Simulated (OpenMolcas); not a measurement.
Ag VI.

* Program: OpenMolcas 26.06
* Basis: ANO-RCC-VTZP [7s6p4d2f1g]
* Scalar Hamiltonian: DKH2, point nucleus
* Active space: 6 electrons in 10 orbitals (4d 5d)
* State averaging: 2S+1 = 5 even, 5 roots; 2S+1 = 3 even, 45 roots; 2S+1 = 1 even, 49 roots
* Spin-orbit coupling: RASSI with atomic mean-field integrals over the reference wave functions, term energies averaged over their components

Two sets of levels on these reference wave functions, in cm-1 above 4d6 5D4: one from CASSCF and one from MS-CASPT2, IPEA 0.25 Eh, imaginary shift 0.1 Eh (closed shells correlated: 4s 4p).

```tsv
Level	Set 1	Set 2
4d6 5D4	0.0	0.0
4d6 5D3	2490	2520
4d6 5D2	3800	3760
4d6 5D1	4710	4670
4d6 5D0	5140	5090
4d6 3H6	24090	22760
4d6 3H5 [73 %]	24640	23020
4d6 3P2(1)	25100	21840
4d6 3F3(1) [75 %]	28100	25480
4d6 3F2(1)	29200	26390
4d6 3G5 [73 %]	31360	29040
4d6 3P1(1)	32170	28800
4d6 3P0(1)	32930	29590
4d6 3G4	33340	30730
4d6 3G3	34030	31340
4d6 1I6	37710	35890
```

Which set is which?

Set 2 is MS-CASPT2. Its levels of the other terms of 4d6 lie at 0.87 to 0.95 of the other set's values, as expected, since terms of lower spin or lower L gain more correlation energy than the Hund ground term. Against 14 measured levels (the list in Gamrath, thesis, University of Mons (2023)) the mean absolute deviation is 840 cm-1 with it and 2600 cm-1 without; single levels miss by up to 1700 cm-1 with it.

CASPT2 does not keep the components of a term degenerate, so their means are used; among the terms shown or strongly mixed into the levels shown the widest spread is 1300 cm-1 (4d6 1I, MS-CASPT2). Active for correlation alone: 5d; no level in the range computed is led by a configuration that fills it, so any true level of that kind is missing. Without dynamic correlation excited terms often stand tens of per cent too high (terms of higher spin than the ground term too low), and those without a measured partner can miss by more than the paired ones (holds for CASSCF). Computed and measured levels are paired by configuration, term and J; levels that our copy of the source lacks, or whose pairing is in doubt (as where it misses far off the trend of its configuration), stay unpaired and out of the deviations. Levels of configurations outside the active space are missing. The table leaves out levels that lie high or whose names do not pair safely across all columns.

A share in square brackets marks a mixed level and gives the weight of the term that names it, the lowest over the columns. A number in round brackets counts repeated terms of one configuration in the order of the reference energies.
